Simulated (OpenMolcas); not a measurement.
SrO: a line through the functionals

SrO has 2 atoms, charge 0, and is taken as a singlet. As SMILES, `[O][Sr]`. The shape is that of a PBE0-D4/def2-TZVP optimisation.

The dipole moment y, in D, basis def2-TZVPP with a core potential; a is the functional's share of exact exchange. Programs: OpenMolcas 26.06.

```
functional     program     a  y (D)
    revPBE  OpenMolcas     0   7.63
       PBE  OpenMolcas     0   7.66
     B3LYP  OpenMolcas   0.2   8.54
      PBE0  OpenMolcas  0.25      ?
     BHLYP  OpenMolcas   0.5   9.68
```

**Question.** Fit y = c + s·a to the known rows and predict PBE0.

**Answer.** 
1. Means of the 4 rows: a = 0.1750, y = 8.377.
2. Σ(Δa)² = 0.1675, Σ(Δa·Δy) = 0.68375, so the slope is 0.68375/0.1675 = 4.0821.
3. Intercept: 8.377 − (4.0821) × 0.1750 = 7.663. The largest residual of the fit is 0.061.
4. PBE0: 7.663 + (4.0821) × 0.25 = 8.68 D.

The run gave 8.80 D, so the prediction is off by -0.12 D, more than the scatter of the fit. More exact exchange makes the molecule more polar here. The rows mix families of semi-local functionals, which the line can't see.
